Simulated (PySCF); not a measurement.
Si(F)2(Br)(NH2) (BrF₂H₂NSi), SMILES Br[Si](N)(F)F. Heavy atoms are numbered as in [NH2:1][Si:2]([F:3])([F:4])[Br:5]. Hydrogens are named by the atom that carries them.

Geometry: PBE0-D3(BJ)/def2-SVP. The structure was generated by enumeration, and PubChem lists no compound with its InChIKey, so it may never have been made. The values are those of a single conformer.

All values below come from PBE/def2-TZVP (PySCF).

Atomic charges (e), one atom of each kind:

| atom | Löwdin | Mulliken |
|---|---|---|
| N1 (NH2) | -0.21 | -0.54 |
| Si2 | -0.46 | 0.75 |
| F3 | 0.05 | -0.26 |
| Br5 | 0.23 | -0.18 |
| H on N1 | 0.17 | 0.24 |

Computed Mayer and Wiberg (Löwdin basis) orders of the bonds:
```tsv
bond	Mayer	Wiberg
N1–Si2	1.25	1.59
Si2–F3	1.18	1.74
Si2–F4	1.18	1.74
Si2–Br5	1.18	1.79
```
